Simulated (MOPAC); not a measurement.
MOPAC input (PM7):

```
PM7 1SCF CHARGE=1 GEO-OK AUX(PRECISION=9) THREADS=1
H3OSi

Si    0.07253600 1   -0.53002400 1    0.04682300 1
O    -0.21538100 1    1.00680100 1   -0.08995300 1
H    -1.13206200 1   -1.35482800 1    0.10253400 1
H     1.44688800 1   -1.03755000 1    0.10864900 1
H     0.39271600 1    1.75829800 1   -0.14708500 1
```

From the output:

```
                                                       MOPAC v23.2.5 Linux

          FINAL HEAT OF FORMATION =        136.03581 KCAL/MOL =     569.17384 KJ/MOL

          COSMO AREA              =         85.53 SQUARE ANGSTROMS
          COSMO VOLUME            =         71.22 CUBIC ANGSTROMS

          IONIZATION POTENTIAL    =         19.129929 EV
          HOMO LUMO ENERGIES (EV) =        -19.130 -7.949
          NO. OF FILLED LEVELS    =          6
          MOLECULAR WEIGHT        =         47.1086         POINT GROUP:  Cs

          MOLECULAR DIMENSIONS (Angstroms)

            Atom       Atom       Distance
            H     5    H     3     3.47546
            H     4    O     2     2.39501
            O     2   Si     1     0.00000

          SCF CALCULATIONS        =          1

   ATOM   CHEMICAL          X               Y               Z
  NUMBER   SYMBOL      (ANGSTROMS)     (ANGSTROMS)     (ANGSTROMS)

     1      Si          0.07253600  *  -0.53002400  *   0.04682300  *
     2       O         -0.21538100  *   1.00680100  *  -0.08995300  *
     3       H         -1.13206200  *  -1.35482800  *   0.10253400  *
     4       H          1.44688800  *  -1.03755000  *   0.10864900  *
     5       H          0.39271600  *   1.75829800  *  -0.14708500  *

                             CARTESIAN COORDINATES

   1   Si        0.072536000    -0.530024000     0.046823000
   2    O       -0.215381000     1.006801000    -0.089953000
   3    H       -1.132062000    -1.354828000     0.102534000
   4    H        1.446888000    -1.037550000     0.108649000
   5    H        0.392716000     1.758298000    -0.147085000

           Empirical Formula: H3 O Si  =     5 atoms

      MOLECULAR POINT GROUP   :   Cs

                  EIGENVALUES
 -37.11907 -25.41414 -23.37182 -20.86306 -20.18216 -19.12993  -7.94865  -5.66961
  -3.63207  -2.19265  -0.17494  15.03305  15.60734  16.11388  16.56181  17.44110

              NET ATOMIC CHARGES AND DIPOLE CONTRIBUTIONS

  ATOM NO.   TYPE          CHARGE      No. of ELECS.   s-Pop       p-Pop       d-Pop
    1         Si           0.757487        3.2425     1.06421     2.00580     0.17251
    2          O          -0.553205        6.5532     1.69533     4.85787
    3          H           0.184902        0.8151     0.81510
    4          H           0.168241        0.8318     0.83176
    5          H           0.442575        0.5574     0.55742
 DIPOLE           X         Y         Z       TOTAL
 POINT-CHG.     1.906    -2.967     0.282     3.538
 HYBRID         0.005     1.004    -0.087     1.008
 SUM            1.911    -1.963     0.195     2.746

          ATOMIC ORBITAL ELECTRON POPULATIONS

     Atom    s        px        py        pz      x^2-y^2     xz        z^2       yz        xy
    1 Si   1.06421   1.15841   0.63221   0.21518   0.05111   0.00151   0.02007   0.03380   0.06601
    2  O   1.69533   1.67673   1.43008   1.75106
    3  H   0.81510
    4  H   0.83176
    5  H   0.55742

 **********************
 *                    *
 * JOB ENDED NORMALLY *
 *                    *
 **********************

 == MOPAC DONE ==
```

The dipole moment of an ion depends on the origin.

The geometry given is a B3LYP-D3(BJ)/def2-TZVP minimum.
